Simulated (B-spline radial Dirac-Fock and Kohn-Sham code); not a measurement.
# K-line shifts caused by a second vacancy in Cu⁶⁺

System: copper as Cu⁶⁺, configuration [Ar] 3d5.

Input file task.json (cfg lists n, l and occupation; rrms is the nuclear radius in fm):

```json
{"items": [{
  "Z": 29,
  "q": 6,
  "cfg": [[1, 0, 2], [2, 0, 2], [2, 1, 6], [3, 0, 2], [3, 1, 6], [3, 2, 5]],
  "A": 63,
  "rrms": 3.8823,
  "do": ["binding", "quiet", "double"]
}]}
```

Run with: `python xray_run.py task.json out`

These are calculated numbers from a B-spline atomic structure program; the model is relaxed Dirac-Fock hole states (ΔSCF) with Breit and QED corrections and a finite nucleus. Each two-hole energy is an average over J within one jj subconfiguration, not an observable level; in light atoms, where LS coupling holds, the j-resolved values are not observed lines, and for a K spectator the Kα1 hypersatellite is nearly forbidden. The model has no electron correlation.

Lines without a spectator: Kα2 (K-L2) 8024.0 eV, Kα1 (K-L3) 8044.0 eV, Kβ3 (K-M2) 8916.7 eV, Kβ1 (K-M3) 8919.6 eV. Shifts in eV with one spectator hole (a dash: not computed, or left out as unreliable):

| spectator hole | Kα2 | Kα1 | Kβ3 | Kβ1 |
| --- | --- | --- | --- | --- |
| K (1s) | +307.3 | +310.3 | +387.1 | +387.6 |
| L2 (2p1/2) | +29.39 | +36.0 | – | +83.2 |
| L3 (2p3/2) | +33.0 | +31.8 | +80.0 | – |
| M2 (3p1/2) | – | +3.20 | +8.89 | +10.85 |
| M3 (3p3/2) | +2.88 | – | +10.29 | +9.81 |

With n spectator holes in 2p, averaged over the 2p shell (energies in eV):

| n | KαLⁿ | step | hypersatellite KαʰLⁿ |
| --- | --- | --- | --- |
| 0 | 8037.3 | – | 8346.6 |
| 1 | 8070.4 | +33.1 | 8381.0 |
| 2 | 8104.7 | +34.3 | 8416.6 |
| 3 | 8140.3 | +35.5 | 8453.4 |
| 4 | 8177.0 | +36.8 | 8491.5 |
| 5 | 8215.0 | +38.0 | 8530.8 |

Run: 48 s of CPU time on 1 thread of AMD EPYC 7R43 64-Core Processor (shared host), peak memory 0.37 GiB.
